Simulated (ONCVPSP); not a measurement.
What one change does to a pseudopotential (P (Z = 15), ONCV)

* Element: phosphorus (P)
* Generator: ONCVPSP 4.0.1
* Type: optimised norm-conserving Vanderbilt (ONCV)
* Functional: PBE
* Relativity: scalar-relativistic
* Frozen core: [Ne]
* Valence charge: 5
* Reference configuration: 3s2 3p1.5 (charge +1.5)
* Partial waves: 3s: rc 1.30 bohr, ncon 4, nbas 7, qcut 4.1 1/bohr, 2 projectors, debl 2.1 Ha; 3p: rc 1.30 bohr, ncon 4, nbas 7, qcut 5.4 1/bohr, local
* Local potential: the p channel
* Core correction: polynomial model core, fcfact 0.4

All-electron outer shells of the reference configuration (PBE, scalar-relativistic, ld1.x):

```csv
shell,level (eV),outermost node (bohr),outermost maximum (bohr)
2s,-190.82,0.14,0.42
2p,-141.36,–,0.36
3s,-28.48,0.65,1.54
3p,-19.10,0.64,1.72
```

Change: p: qcut 6.8.

Cutoffs: the cutoffs (Ha) at which the residual kinetic energy of the hardest occupied pseudo-wave falls to 1 and 0.1 mHa per electron; they do not see the model core or the augmentation charge, which bear on the density cutoff. Errors are all-electron minus pseudo energies relative to the spin-unpolarised reference configuration.

Question: Predict the effect on cutoff, ghosts and configuration errors.

Answer: The potential gets softer (40 Ha and 83 Ha → 23 Ha and 79 Ha); the errors of the 4 common tests hardly move; neither file shows a bound ghost.

| quantity | base | changed |
| --- | --- | --- |
| cutoff, loose | 40 Ha | 23 Ha |
| cutoff, tight | 83 Ha | 79 Ha |
| loose cutoff by channel | s 16 Ha, p 40 Ha | s 16 Ha, p 23 Ha |
| bound ghosts | none | none |
| GHOST(+) flags under 300 eV | none | none |
| error for 3s2 3p3, meV [ΔE -18.04 eV] | +9.6 | +9.8 |
| error for 3s2 3p2, meV [ΔE -8.32 eV] | +1.9 | +1.9 |
| error for 3s2 3p1, meV [ΔE 10.83 eV] | +1.5 | +1.5 |
| error for 3s2 3p0, meV [ΔE 40.57 eV] | +20 | +19 |
| s: phases at 1.32 bohr within 0.05 rad from the reference energy up to (Ha; the scan ends near 5) | 4.5 | 4.5 |
| p: phases at 1.32 bohr within 0.05 rad from the reference energy up to (Ha; the scan ends near 5) | 2.0 | 1.6 |
| rms error of d²Exc/dni dnj with the model core, mHa | 0.61 | 0.60 |
